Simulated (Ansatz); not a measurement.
ClH6NSi2 (SMILES [SiH3]N[SiH2]Cl) moved off its minimum; all values from Ansatz (an electronic-structure program), cores frozen in correlated methods.
(charge 0, multiplicity 1)
```xyz
10

Si    -2.41988    -0.16228    -0.04179
N     -0.65892    -0.28704    -0.91698
Si     1.01804    -0.61818    -0.09256
Cl     1.69484     1.06778     0.72737
H     -2.81010     0.93197     0.03860
H     -2.09278    -0.98647     1.13666
H     -2.97318    -1.19718    -1.04351
H     -0.44828    -0.03081    -1.91635
H      1.84010    -0.84884    -1.23525
H      0.81184    -1.63705     0.76401
```

Q: Give the forces (eV/Å), the total energy and the dipole at CCSD(T)/aug-cc-pV(T+d)Z.

A: 
```tsv
atom	Fx	Fy	Fz
Si1	7.893	-13.289	-4.066
N2	1.115	0.068	1.586
Si3	-4.098	2.299	-3.920
Cl4	0.700	1.131	1.037
H5	-4.370	11.141	1.035
H6	-0.298	0.451	0.492
H7	-0.735	1.068	0.757
H8	-0.903	-0.155	1.449
H9	0.808	-0.490	-0.584
H10	-0.112	-2.223	2.214
```
Energy -1096.1288 hartree, dipole 1.48 D.
